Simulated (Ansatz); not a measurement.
Isolated molecules relaxed with PBE0-D4/def2-TZVP in Ansatz; ΔE leaves out vibrations. CCSD(T)/CBS adds triple-zeta CCSD(T) − MP2 to the extrapolated MP2 energy (def2 sets, frozen cores). This one scheme is used for every species. Functionals use def2-TZVPP. For Ge outer-core shells are correlated without core-valence functions, which leaves a few kJ/mol of doubt a bond. Scalar relativity is left out up to krypton. One conformer a species, not always the lowest.

`[GeH3][GeH2][GeH2][GeH2][GeH2][GeH3]` + `BS` → `B[S][GeH3]` + `[GeH3][GeH2][GeH2][GeH2][GeH3]`  (cleavage of the Ge–Ge bond)

```
                               species  CAM-B3LYP energy (Eh)
`[GeH3][GeH2][GeH2][GeH2][GeH2][GeH3]`           -12471.18372
                                  `BS`             -424.86530
                          `B[S][GeH3]`            -2503.20250
      `[GeH3][GeH2][GeH2][GeH2][GeH3]`           -10392.84850
```

Problem. Work out ΔE.

Solution. ΔE = (-2503.20250) + (-10392.84850) − (-12471.18372) − (-424.86530) = -0.00198 Eh = -0.05 eV. CCSD(T)/CBS gives +0.03 eV.

Largest T1 diagnostic among the species: 0.015.

The D4 term adds +0.09 eV with B3LYP and +0.06 eV with PBE0; it sums over pairs of atoms, weighted by their polarisabilities, and B3LYP, whose exchange is more repulsive, gets the larger term. Leaving LDA and LC-ωPBE aside and taking each functional with its dispersion term where it has one, the values, not all of them listed here, spread over 0.14 eV, from B97M-V to PBE-D4. LDA lies +0.07 eV from PBE without D4. In def2-TZVPP, CCSD(T) changes the Hartree–Fock value by +0.21 eV (the triples alone add +0.01 eV) and MP2 by +0.19 eV.

B3LYP here is the variant with VWN-RPA as its local correlation; programs differ in this.
